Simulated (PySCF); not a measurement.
H2O.

```xyz
3

O      0.0000     0.0000    -0.1169
H      0.0000    -0.7650     0.4675
H      0.0000     0.7650     0.4675
```

Geometry: B3LYP-D3(BJ)/def2-TZVP.

Level of theory: B3LYP/pcSseg-2 (PySCF). Non-relativistic, no solvent.

**Question.** Give the absolute GIAO shielding of each atom: isotropic value and principal components (ppm). (Estimate from the structure and the level; the computed values follow.)

**Answer.** 
```csv
atom,σ(iso),σ11,σ22,σ33,span
O1,325.5,299.6,319.4,357.6,58.0
H2,30.9,23.7,25.1,43.8,20.1
H3,30.9,23.7,25.1,43.8,20.1
```
